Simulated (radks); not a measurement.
The numbers below are computed, except where a source is named.
Question: Radial electron density D(r) = 4 pi r^2 rho(r) of an atom or ion with 51 electrons. Level of theory: scalar-relativistic Kohn-Sham, PBE, spin-polarised, spherical densities, finite nucleus; Fermi nuclear charge, rms radius of each element as measured or else 0.836 A^(1/3) + 0.57 fm (a radial shooting solver on a logarithmic mesh with Libxc functionals).

```
   r/bohr * D(r) (the largest magnitude, 84.4, reaches the edge; | marks zero)
 0.004252 |           *
  0.00491 |             *
 0.005717 |                *
 0.006602 |                    *
 0.007625 |                       *
 0.008876 |                           *
  0.01025 |                               *
  0.01184 |                                   *
  0.01378 |                                      *
  0.01592 |                                         *
  0.01838 |                                          *
   0.0214 |                                          *
  0.02471 |                                         *
  0.02854 |                                       *
  0.03323 |                                     *
  0.03837 |                                    *
  0.04432 |                                     *
  0.05159 |                                        *
  0.05958 |                                             *
  0.06881 |                                                  *
  0.08011 |                                                     *
  0.09251 |                                                      *
   0.1068 |                                                   *
   0.1234 |                                             *
   0.1436 |                                        *
   0.1659 |                                     *
   0.1916 |                                       *
    0.223 |                                           *
   0.2576 |                                             *
   0.2975 |                                          *
   0.3463 |                                 *
      0.4 |                       *
   0.4619 |                *
   0.5377 |             *
    0.621 |              *
   0.7172 |               *
   0.8349 |               *
   0.9643 |            *
    1.114 |        *
    1.296 |     *
    1.497 |   *
    1.729 |  *
    2.013 | *
    2.325 | *
    2.685 |*
    3.101 |*
     3.61 |*
    4.169 *
    4.814 *
    5.605 *
    6.473 *
    7.475 *
    8.703 *
    10.05 *
```

What is the nuclear charge?

Answer: Z = 51. The innermost maximum, from 1s, lies near gamma/Z bohr with gamma = sqrt(1 - (Z/c)^2) = 0.928, here 0.0182 bohr (found: 0.0199), and its height grows with Z. The density is that of neutral antimony in [Ar] 3d10 4s(up 1, down 1) 4p6 4d10 5s2 5p3; the configuration itself is not fixed sharply by these data, and Z only to a few units. D(r) has 4 maxima, at r = 0.0199, 0.0882, 0.256, 0.752 bohr, and minima at 0.0390, 0.169, 0.546 bohr, inside which lie 1.99, 11.20, 28.93 electrons.
